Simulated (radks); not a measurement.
Results of a calculation; reference values are marked as such.
All-electron atom: the iodine ion I2+ in [Kr] 4d10 5s2 5p3 (the NIST ground configuration).

Code: a radial shooting solver on a logarithmic mesh with Libxc functionals. Model: non-relativistic Kohn-Sham, exchange-only B88, spin-polarised, spherical densities, point nucleus; open shells are filled with parallel spins first (spin-orbit coupling, left out, can overturn this in heavy ions); relativity is left out, which matters for an element this heavy.

Energy parts (hartree):
part                    energy
total              -6916.97682
kinetic             6916.97682
electron-nucleus  -16388.01549
Hartree             2727.44009
exchange            -173.37824

Orbitals (lengths in bohr, moments of r in powers of bohr; <r^-3> diverges for s and p1/2):
orbital  occ.  eigenvalue (hartree)  <r^-3>      <r>     <r^2>
1s up       1             -1163.889       -  0.02868  0.001100
1s down     1             -1163.885       -  0.02868  0.001100
2s up       1             -175.9384       -   0.1235   0.01790
2s down     1             -175.9367       -   0.1235   0.01790
2p up       3             -165.3920    4895   0.1051   0.01343
2p down     3             -165.3886    4894   0.1051   0.01343
3s up       1             -35.97478       -   0.3280    0.1227
3s down     1             -35.97107       -   0.3280    0.1227
3p up       3             -31.53870   916.8   0.3183    0.1173
3p down     3             -31.53445   916.8   0.3183    0.1173
3d up       5             -23.28830   149.1   0.2889   0.09863
3d down     5             -23.28435   149.1   0.2889   0.09862
4s up       1              -6.82055       -   0.7700    0.6695
4s down     1              -6.81122       -   0.7696    0.6686
4p up       3              -5.26957   178.7   0.8050    0.7382
4p down     3              -5.25928   178.9   0.8040    0.7357
4d up       5              -2.62752   22.08   0.9158    0.9811
4d down     5              -2.61082   22.28   0.9095    0.9651
5s up       1              -1.26437       -    1.955     4.285
5s down     1              -1.15304       -    1.943     4.255
5p up       3              -0.90398   21.07    2.232     5.614
5p down     0              -0.78880   21.29    2.258     5.792

The highest occupied level is 5p up at -24.598 eV. Virial ratio -V/T = 2.00000. The spin density at the nucleus is -1.473 e/bohr^3 (1s -0.196, 2s 0.044, 3s 0.019, 4s 0.039, 5s -1.380).
